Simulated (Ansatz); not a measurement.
Species: C8H13BO, SMILES `B[C@@H]1C[C@H]2C[C@@H]1C[C@@H]2C=O` (charge 0, multiplicity 1).

Give a relaxed geometry from PBE0-D4/def2-SVP (Ansatz, a quantum-chemistry and plane-wave program).

Several could match; the one computed here: the end point of this relaxation, one of several conformers (outside a Z-matrix the atoms follow the SMILES, hydrogens last).
Z-matrix (Å, degrees):
```
C
H 1 1.0990
C 1 1.5328 2 116.58
H 3 1.1011 1 113.44 2 62.83
H 3 1.1015 4 108.94 1 127.38
C 3 1.5340 4 113.44 5 126.53
H 6 1.1009 3 116.56 4 -61.85
C 6 1.5357 7 113.76 3 118.59
H 8 1.1007 6 111.95 7 76.28
H 8 1.1009 9 106.98 6 121.01
C 1 1.5360 2 113.71 3 117.39
H 11 1.1004 1 112.56 2 75.73
H 11 1.1008 12 107.79 1 123.13
C 1 1.5419 2 113.67 11 124.37
H 14 1.1215 1 107.90 2 46.04
C 11 1.5439 12 112.84 13 120.48
H 16 1.1042 11 113.75 12 4.24
C 16 1.5070 17 106.58 6 -118.87
O 18 1.2021 16 125.58 17 -132.06
H 18 1.1225 19 120.35 13 -177.10
B 14 1.5487 15 95.28 1 123.53
H 21 1.2121 14 120.83 15 87.60
H 21 1.2121 22 118.50 14 174.04
```
